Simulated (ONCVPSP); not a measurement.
Before and after: ONCV potential for Be

Be, optimised norm-conserving Vanderbilt (ONCV), made with ONCVPSP 4.0.1 (PBE, scalar-relativistic). Core [He], reference 2s2. Waves: 2s: rc 1.85 bohr, ncon 4, nbas 7, qcut 3.8 1/bohr, 2 projectors, debl 1.8 Ha; p scattering state at 0.33 Ha: rc 1.45 bohr, ncon 5, nbas 8, qcut 5.9 1/bohr, 2 projectors, debl 3.8 Ha; d scattering state at 0.3 Ha: rc 1.50 bohr, ncon 4, nbas 7, qcut 6.9 1/bohr, 1 projector. Local part: polynomial inside 1.25 bohr (lpopt 5, dvloc0 0 Ha). Core correction: Teter function, fcfact 5, rcfact 1.2.

All-electron outer shells of the reference configuration (PBE, scalar-relativistic, ld1.x):

```json
{"shell": "1s", "level (eV)": "-106.21", "outermost node (bohr)": "–", "outermost maximum (bohr)": "0.27"}
{"shell": "2s", "level (eV)": "-5.61", "outermost node (bohr)": "0.59", "outermost maximum (bohr)": "2.04"}
```

Change: s: qcut 2.9.

Cutoffs: the cutoffs (Ha) at which the residual kinetic energy of the hardest occupied pseudo-wave falls to 1 and 0.1 mHa per electron; they do not see the model core or the augmentation charge, which bear on the density cutoff. Errors are all-electron minus pseudo energies relative to the spin-unpolarised reference configuration.

Q: How do hardness, ghosts and transferability respond?

A: The potential gets harder (5.7 Ha and 13 Ha → 6.2 Ha and 29 Ha); of the 4 tests that both files solve, the error grows in 0 and shrinks in 3 by more than 15 % and 0.3 meV (median size 7.6 → 5.8 meV); neither file shows a bound ghost.

| quantity | base | changed |
| --- | --- | --- |
| cutoff, loose | 5.7 Ha | 6.2 Ha |
| cutoff, tight | 13 Ha | 29 Ha |
| bound ghosts | none | none |
| GHOST(+) flags under 300 eV | none | none |
| error for 2s1, meV [ΔE 9.55 eV] | +12 | +9.1 |
| error for 2s1.5, meV [ΔE 3.76 eV] | +1.4 | +1.1 |
| error for 2s1 2p1, meV [ΔE 3.61 eV] | +3.5 | +2.6 |
| error for 2s0 2p2, meV [ΔE 7.25 eV] | +17 | +14 |
| s: phases at 1.88 bohr within 0.05 rad from the reference energy up to (Ha; the scan ends near 5) | 3.3 | 3.3 |
| p: phases at 1.47 bohr within 0.05 rad from the reference energy up to (Ha; the scan ends near 5) | to the end of the scan | to the end of the scan |
| d: phases at 1.52 bohr within 0.05 rad from the reference energy up to (Ha; the scan ends near 5) | to the end of the scan | to the end of the scan |
| rms error of d²Exc/dni dnj with the model core, mHa | 1.60 | 1.32 |

Base: The cutoffs count occupied waves only; projector 1 of the p channel, the hardest unoccupied one, needs 15 Ha at the loose tolerance.
